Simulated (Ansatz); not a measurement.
Mulliken charges of CH$_{6}$OSSi (`OC[SiH2]S`) from r2SCAN/def2-TZVPP in Ansatz (PBE0-D4/def2-TZVP geometry).

| atom | x (Å) | y (Å) | z (Å) | charge (e) |
| --- | --- | --- | --- | --- |
| O1 | -0.746 | 0.788 | -1.172 | -0.366 |
| C2 | -0.581 | 0.722 | 0.236 | -0.050 |
| Si3 | 0.295 | -0.903 | 0.622 | 0.403 |
| S4 | 2.164 | -0.972 | -0.406 | -0.298 |
| H5 | -1.148 | 1.629 | -1.402 | 0.200 |
| H6 | 0.026 | 1.554 | 0.617 | 0.072 |
| H7 | -1.547 | 0.746 | 0.761 | 0.068 |
| H8 | -0.587 | -2.037 | 0.241 | -0.076 |
| H9 | 0.608 | -0.982 | 2.071 | -0.076 |
| H10 | 1.599 | -0.594 | -1.567 | 0.124 |

Q: By hand: the dipole of these point charges (1 e Å = 4.8032 D).

A: Σ q r = (-0.360, 0.245, 0.235) e Å, of length 0.495 e Å = 2.38 D.

Q: How does the dipole of the full density compare? (An estimate is asked.)

A: The calculation gave: (-0.359, 0.411, 0.060) e Å, 2.64 D; the point charges give 0.90 times that, at 26° from its direction.

Point charges leave out the atoms' own dipoles, such as those of lone pairs, and Mulliken's split depends on the basis, so the two needn't agree.
